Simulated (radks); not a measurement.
The numbers below are computed, except where a source is named.
Task: Neutral technetium, [Kr] 4d5 5s2. Code: a radial shooting solver on a logarithmic mesh with Libxc functionals. Model: non-relativistic Kohn-Sham, PBE, spin-polarised, spherical densities, point nucleus. Every spin shell is full or empty, so the densities are truly spherical. Functionals are evaluated on that one density, not self-consistently. Rank these orbital-free kinetic functionals by their error against the exact value of the orbitals, and give that value: Thomas-Fermi, von Weizsacker, TF + vW, TF + vW/5, APBEK, revAPBEK, Perdew 92, Thakkar, LKT, PG1, DePristo-Kress.

Result: Exact: 4204.49 hartree. From best to worst, with 100 (|E| - |E exact|)/|E exact| (equal figures are ties): DePristo-Kress -0.06, APBEK +0.14, revAPBEK +0.34, Thakkar -0.51, Perdew 92 -0.66, TF + vW/5 +3.21, Thomas-Fermi -5.53, PG1 +16.04, LKT +20.36, TF + vW +38.17, von Weizsacker -56.30.
